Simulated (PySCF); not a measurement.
H4P2, SMILES PP (connectivity only; charge and spin as stated), charge +1, multiplicity 2. Atoms are numbered in the order given.

```xyz
6

P     -1.0571     0.1219     0.0000
P      1.0571    -0.1219     0.0000
H     -1.4674    -0.6584     1.1034
H     -1.4674    -0.6584    -1.1034
H      1.4674     0.6584     1.1034
H      1.4674     0.6584    -1.1034
```
Charge +1, spin multiplicity 2.

The structure is a stationary point at PBE0-D3(BJ)/def2-TZVP. The multiplicity is an assumed one; other spin states were not compared.

Two levels are set side by side: PBE/pcH-1 (PySCF) and PBE0/pcH-1 (PySCF). Contact hyperfine couplings, same geometry. Differences are taken from unrounded values.

```json
[
 {"quantity": "A(iso) of 31P, atom P1 (MHz)", "PBE0": "563.1", "PBE": "586.6", "PBE minus PBE0": "23.5"},
 {"quantity": "A(iso) of 31P, atom P2 (MHz)", "PBE0": "563.1", "PBE": "586.6", "PBE minus PBE0": "23.5"},
 {"quantity": "A(iso) of 1H, atom H3 (MHz)", "PBE0": "38.0", "PBE": "40.9", "PBE minus PBE0": "2.8"},
 {"quantity": "A(iso) of 1H, atom H4 (MHz)", "PBE0": "38.0", "PBE": "40.9", "PBE minus PBE0": "2.8"},
 {"quantity": "A(iso) of 1H, atom H5 (MHz)", "PBE0": "38.0", "PBE": "40.9", "PBE minus PBE0": "2.8"},
 {"quantity": "A(iso) of 1H, atom H6 (MHz)", "PBE0": "38.0", "PBE": "40.9", "PBE minus PBE0": "2.8"}
]
```

Rough cost on one machine, each run with all the roots and properties that it gave: PBE0 against PBE within a factor of 2.
